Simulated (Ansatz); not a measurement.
`N#[C][Al]([F])[F]` + propene → `C=C[CH2][Al]([F])[F]` + `C#N` at 298.15 K and 1 bar (formal exchange of groups at the Al–C bond).

Computed with Ansatz on PBE0-D4/def2-TZVP structures; ΔE is electronic, products minus reactants. CBS: MP2 limit from def2 TZ/QZ plus the TZ coupled-cluster correction, frozen cores. This one scheme is used for every species. One conformer a species, not always the lowest.

```
               species  CCSD(T)/CBS energy (Eh)  H − E (kJ/mol)  S (J/(mol·K))
   `N#[C][Al]([F])[F]`               -534.51064            52.5          315.9
                `C=CC`               -117.74610           222.5          264.5
`C=C[CH2][Al]([F])[F]`               -558.91415           219.6          360.4
                 `C#N`                -93.32098            52.4          201.2
```

H − E and S are ideal-gas, rigid-rotor, harmonic terms from PBE0-D4/def2-TZVP, for one conformer and one mirror image of each species. 1 Eh = 2625.50 kJ/mol, R = 8.31446 J/(mol·K).

Task: By hand: ΔE, ΔH, ΔS and ΔG.

Result: ΔE = (-558.91415) + (-93.32098) − (-534.51064) − (-117.74610) = 0.02161 Eh = 56.7 kJ/mol. Δ(H − E) = 219.6 + 52.4 − 52.5 − 222.5 = -3.0, so ΔH = 53.7 kJ/mol. ΔS = 360.4 + 201.2 − 315.9 − 264.5 = -18.8 J/(mol·K). ΔG = 53.7 − 298.15 × (-18.8)/1000 = 59.3 kJ/mol.

Task: By hand: the equilibrium constant, and the temperature at which ΔG would vanish if ΔH and ΔS stayed fixed.

Result: log₁₀ K = −ΔG/(RT ln 10) = -10.4. ΔH and −TΔS have one sign here, so there is no such temperature.

ΔH outweighs TΔS. A doubt of 5 kJ/mol in ΔE shifts log₁₀ K by 0.9 here. Other conformers and mirror images would add mixing entropy, several J/(mol·K) or more a flexible species. These are equilibria of isolated gas molecules and say nothing of rates. Largest T1 diagnostic: 0.014 (customary marks: 0.02 for closed shells, 0.045 for open ones).
